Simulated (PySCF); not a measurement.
Computed spin Hamiltonian

Species: C₄H₉OSi (doublet state).
SMILES with atom numbers: `[CH3:1][CH2:2][O:3][Si@@H:4]1[CH:5][CH2:6]1` (hydrogens: H7, H8, H9 on C1; H10, H11 on C2; H12 on Si4; H13 on C5; H14, H15 on C6)

Structure used (GFN2-xTB), in Å, numbered top down from 1:
```
atom  x, y, z in Å
C1    -2.7047   -0.0694   -0.0139
C2    -1.4011    0.3361   -0.6843
O3    -0.3280   -0.2931   -0.0418
Si4    1.1527   -0.6764   -0.5542
C5     2.3762   -0.6707    0.7927
C6     2.6122    0.5665    0.0434
H7    -2.8468   -1.1440   -0.0976
H8    -3.5399    0.4395   -0.4879
H9    -2.6747    0.1936    1.0401
H10   -1.2622    1.4227   -0.6162
H11   -1.4229    0.0633   -1.7467
H12    1.1440   -1.0257   -1.9714
H13    3.1987   -1.3765    0.8264
H14    2.1124    1.4648    0.3828
H15    3.5795    0.7773   -0.3988
```

The hyperfine couplings belong to this conformer and change with its torsions.

The calculation used UKS B3LYP, pcH-1 on C H O Si, non-relativistic, mean-field spin-orbit, GIAO in PySCF. The structure is a single GFN2-xTB conformer in the gas phase; no vibrational or solvent corrections. Couplings are sensitive to structure, and on GFN2-xTB geometries they can be far from those on DFT ones. No stability test was run, so a lower SCF solution isn't excluded.

```json
{
  "g1, g2, g3": "2.00215, 2.00317, 2.00537",
  "g_iso": "2.00356",
  "Form of g": "rhombic: the two nearest values differ by 32 % of g3 − g1",
  "⟨S²⟩": "0.7558 (exact 0.7500)",
  "HOMO–LUMO gap, α and β orbitals": "5.16, 4.15 eV",
  "Total energy": "-522.50397 Eh",
  "Basis functions": "250"
}
```

Hyperfine couplings atom by atom, in MHz; T1 to T3 are the principal values of the dipolar part:

```json
{"atom": "C1", "isotope": "13C", "a_iso": "0.1", "of which spin–orbit": "0.0", "T1": "-0.2", "T2": "-0.2", "T3": "0.4", "Mulliken spin population": "0.00"}
{"atom": "C2", "isotope": "13C", "a_iso": "-0.8", "of which spin–orbit": "0.0", "T1": "-0.3", "T2": "-0.2", "T3": "0.5", "Mulliken spin population": "-0.01"}
{"atom": "O3", "isotope": "17O", "a_iso": "0.3", "of which spin–orbit": "0.0", "T1": "-10.6", "T2": "5.0", "T3": "5.5", "Mulliken spin population": "0.02"}
{"atom": "Si4", "isotope": "29Si", "a_iso": "-23.6", "of which spin–orbit": "0.3", "T1": "-53.9", "T2": "25.0", "T3": "28.9", "Mulliken spin population": "0.22"}
{"atom": "C5", "isotope": "13C", "a_iso": "220.1", "of which spin–orbit": "0.0", "T1": "-54.5", "T2": "-50.2", "T3": "104.7", "Mulliken spin population": "0.68"}
{"atom": "C6", "isotope": "13C", "a_iso": "-19.6", "of which spin–orbit": "0.0", "T1": "-13.6", "T2": "-10.6", "T3": "24.2", "Mulliken spin population": "0.08"}
{"atom": "H7", "isotope": "1H", "a_iso": "-0.1", "of which spin–orbit": "0.0", "T1": "-0.6", "T2": "-0.6", "T3": "1.3", "Mulliken spin population": "0.00"}
{"atom": "H8", "isotope": "1H", "a_iso": "0.2", "of which spin–orbit": "0.0", "T1": "-0.4", "T2": "-0.4", "T3": "0.8", "Mulliken spin population": "0.00"}
{"atom": "H9", "isotope": "1H", "a_iso": "0.1", "of which spin–orbit": "0.0", "T1": "-0.7", "T2": "-0.6", "T3": "1.3", "Mulliken spin population": "0.00"}
{"atom": "H10", "isotope": "1H", "a_iso": "3.0", "of which spin–orbit": "0.0", "T1": "-1.3", "T2": "-1.0", "T3": "2.3", "Mulliken spin population": "0.00"}
{"atom": "H11", "isotope": "1H", "a_iso": "1.8", "of which spin–orbit": "0.0", "T1": "-1.2", "T2": "-0.9", "T3": "2.1", "Mulliken spin population": "0.00"}
{"atom": "H12", "isotope": "1H", "a_iso": "-18.8", "of which spin–orbit": "0.0", "T1": "-5.6", "T2": "0.0", "T3": "5.6", "Mulliken spin population": "-0.02"}
{"atom": "H13", "isotope": "1H", "a_iso": "-34.5", "of which spin–orbit": "0.0", "T1": "-24.6", "T2": "-2.2", "T3": "26.8", "Mulliken spin population": "-0.03"}
{"atom": "H14", "isotope": "1H", "a_iso": "111.1", "of which spin–orbit": "0.0", "T1": "-8.0", "T2": "-5.1", "T3": "13.1", "Mulliken spin population": "0.04"}
{"atom": "H15", "isotope": "1H", "a_iso": "14.4", "of which spin–orbit": "0.0", "T1": "-7.6", "T2": "-2.1", "T3": "9.8", "Mulliken spin population": "0.01"}
```

The largest Mulliken spin populations are on C5 (+0.68), Si4 (+0.22) and C6 (+0.08). The angles at C5 add up to 312.9°, so it is pyramidal.

Axes: g3 points within 6° of the O3–Si4 bond.

Under fast tumbling the dipolar parts average out, and these isotropic splittings remain: 1 × 1H (H14, I = 1/2, 2 lines) with 3.96 mT, 1 × 1H (H13, I = 1/2, 2 lines) with 1.23 mT, 1 × 1H (H12, I = 1/2, 2 lines) with 0.67 mT, 1 × 1H (H15, I = 1/2, 2 lines) with 0.51 mT, 1 × 1H (H10, I = 1/2, 2 lines) with 0.11 mT and 1 × 1H (H11, I = 1/2, 2 lines) with 0.06 mT.

The 13C coupling of C5 (220.1 MHz) shows only in satellite lines or after enrichment, since that isotope makes up about 1.07 % of natural carbon.

The 29Si coupling of Si4 (-23.6 MHz) shows only in satellite lines or after enrichment, since that isotope makes up about 4.7 % of natural silicon.

The spin density at the nucleus, in bohr⁻³, is negative for C6 (-0.0174), H13 (-0.0077) and H12 (-0.0042), for instance. A restricted open-shell determinant has no negative spin density anywhere; here it arises because α and β orbitals differ (spin polarisation).
